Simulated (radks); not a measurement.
The numbers below are computed, except where a source is named.
Task: Hg III, 78 electrons, occupied as [Kr] 4d10 4f14 5s2 5p5.5 5d10 5f0.5 (fractional occupations, a model configuration). Level of theory: scalar-relativistic Kohn-Sham, exchange-only LDA, spin-unpolarised, spherical densities, finite nucleus; Fermi nuclear charge, rms radius 5.4648 fm (a radial shooting solver on a logarithmic mesh with Libxc functionals). Some entries of the table are withheld. Estimate them.

orbital,occ.,eigenvalue (hartree),<r> (bohr),<1/r> (bohr^-1)
1s,2,(1),0.01660,97.45
2s,2,-542.0003,0.06998,22.87
2p,6,-467.8731,0.06330,20.28
3s,2,-129.2719,0.1808,8.476
3p,6,-107.8441,(2),7.717
3d,10,-85.20631,0.1651,7.258
4s,2,-29.07756,(3),3.642
4p,6,-22.04675,(4),3.284
4d,10,-13.68747,0.4492,2.947
5s,2,-5.21534,(5),(6)
4f,14,-4.41298,0.4823,2.535
5p,5.5,-3.30735,1.034,1.288
5d,10,-1.18485,1.412,0.9271
5f,0.5,-0.18665,6.255,0.1882

Result: 
(1) 1s eigenvalue (hartree): -3053.601
(2) 3p <r> (bohr): 0.1822
(3) 4s <r> (bohr): 0.3996
(4) 4p <r> (bohr): 0.4258
(5) 5s <r> (bohr): 0.8989
(6) 5s <1/r> (bohr^-1): 1.512
